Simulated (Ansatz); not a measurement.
Geometry optimisation, RKS PBE-D4/def2-SVP in Ansatz.

The input (input.yaml):

```yaml
crystal:
  periodic: [false, false, false]
  atoms:
    - { symbol: O, position_ang: [-0.4305, 0.8297, -0.4801] }
    - { symbol: Sn, position_ang: [0.0203, -0.8765, 0.2919] }
    - { symbol: F, position_ang: [1.7877, -0.7604, 1.0103] }
    - { symbol: H, position_ang: [-1.322, 0.7469, -0.8423] }
basis:
  gaussian: { orbitals: def2-SVP }
hamiltonian:
  xc: pbe
  dispersion: d4
relax:
  f_tol: 0.02
  max_steps: 40
```

Command:

```bash
$ ansatz run input.yaml --threads 1 --pin off --max-ram 2048MiB --backend cpu --events-out ev --progress --plain --runs-dir out
```

Q: Where does it end, and by what steps?

A: It converged. After 4 steps the energy has fallen by 0.301 eV; Sn2 moved furthest, 0.21 Å.

```json
{"step": "0", "energy less start (eV)": "0.0000", "largest force component (eV/Å)": "2.944", "accepted": "yes"}
{"step": "1", "energy less start (eV)": "-0.2926", "largest force component (eV/Å)": "0.496", "accepted": "yes"}
{"step": "2", "energy less start (eV)": "-0.3004", "largest force component (eV/Å)": "0.074", "accepted": "yes"}
{"step": "3", "energy less start (eV)": "-0.3010", "largest force component (eV/Å)": "0.035", "accepted": "yes"}
{"step": "4", "energy less start (eV)": "-0.3011", "largest force component (eV/Å)": "0.012", "accepted": "yes"}
```

```xyz
4
Properties=species:S:1:pos:R:3
O -0.385 0.776 -0.445
Sn -0.052 -1.066 0.324
F 1.764 -0.615 0.952
H -1.272 0.845 -0.851
```

Time of the run: 19 s on 1 thread of Intel(R) Xeon(R) Processor @ 2.50GHz (Skylake/Cascade Lake), with other jobs on the host, peak memory 0.13 GiB.
